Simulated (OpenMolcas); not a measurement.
# AlSnSiH7 (SMILES [SiH3][AlH][SnH3]): methods side by side

The species is AlSnSiH7 (10 atoms), meant as a singlet with charge 0. SMILES: `[SiH3][AlH][SnH3]`. The shape is that of a PBE0-D4/def2-TZVP optimisation.

```xyz
10

Si   -1.7276    1.0169   -0.9874
Al    0.6309    0.3661   -0.7718
Sn    1.4038   -1.1437    1.2796
H    -2.5845   -0.2027   -1.0560
H    -2.0258    1.8525   -2.1838
H    -2.1545    1.7801    0.2215
H     1.7232    0.8245   -1.8331
H     2.6080   -0.3743    2.2246
H     0.1284   -1.5415    2.3498
H     2.0814   -2.6290    0.7598
```

Each level gives the energy change with the Sn3–H10 bond stretched from 1.713 to 3.084 Å (eV). The values are calculated.

```csv
level,kind,program,value (eV),less CCSD(T)/def2-SVP,CPU time (all runs)
HF/def2-SVP (core potential) (restricted),Hartree–Fock,OpenMolcas,3.41,+0.89,20 s
SVWN5/def2-SVP (core potential) (restricted),LDA,OpenMolcas,2.72,+0.20,52 s
BLYP/def2-SVP (core potential) (restricted),GGA,OpenMolcas,2.47,-0.05,73 s
revPBE/def2-SVP (core potential) (restricted),GGA,OpenMolcas,2.56,+0.04,68 s
r2SCAN/def2-SVP (core potential) (restricted),meta-GGA,OpenMolcas,2.83,+0.31,85 s
PBE0/def2-SVP (core potential) (restricted),global hybrid,OpenMolcas,2.96,+0.44,60 s
MP2/def2-SVP (core potential) (restricted),perturbation theory,OpenMolcas,3.17,+0.65,19 s
"CCSD(T)/def2-SVP (Cholesky decomposition, core potential) (restricted)",coupled cluster or CI,OpenMolcas,2.52,0.00,6.2 min
```

Differences are taken from CCSD(T)/def2-SVP (Cholesky decomposition, core potential) (restricted) for orientation; it has basis-set and higher-order errors of its own. At this stretch a single reference begins to fail. The first shape isn't each level's own minimum. The values span 2.47 to 3.41 eV. In the correlated wave-function rows the outer d shell of Sn is correlated, in sets not made for it. CPU times are rough (shared hosts, several kinds of processor and program).
